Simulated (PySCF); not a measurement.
# Interval between two levels of O+ by level of theory

O+ [He] 2s2 2p3 [4S3/2, M_J = 3/2] → O+ [He] 2s2 2p2 3d1 [4F9/2, M_J = 9/2], as a difference of total energies. Calculation: PySCF 2.14, in x2c-TZVPall-2c with one added diffuse shell each of s, p, d type (6s4p3d1f, 40 functions); the two-component X2C-1e Hamiltonian. Correlated levels: 1s2 frozen. "Screened" scales the spin-orbit matrix elements by Boettger's factors to mimic the two-electron term; Breit and QED terms are absent.

```csv
method,interval between two levels (cm⁻¹)
GHF (spin-free),249650
GMP2 (spin-free),253010
GHF (screened spin-orbit),249780
GMP2 (screened spin-orbit),253130
```

Errors of the correlated levels include the incompleteness of this basis and the frozen core.

The labels give the starting determinants; with spin-orbit coupling the two ends relaxed to ⟨J²⟩ = 3.76, ⟨L²⟩ = 0.00, ⟨S²⟩ = 3.76 and ⟨J²⟩ = 24.75, ⟨L²⟩ = 12.00, ⟨S²⟩ = 3.75.

The promoted electron is Rydberg-like, and one or two diffuse shells describe it only roughly, which tends to raise the upper state.

For comparison: 231530 cm⁻¹ (measured; NIST Handbook of Basic Atomic Spectroscopic Data (Sansonetti and Martin, J. Phys. Chem. Ref. Data 34, 1559 (2005))).
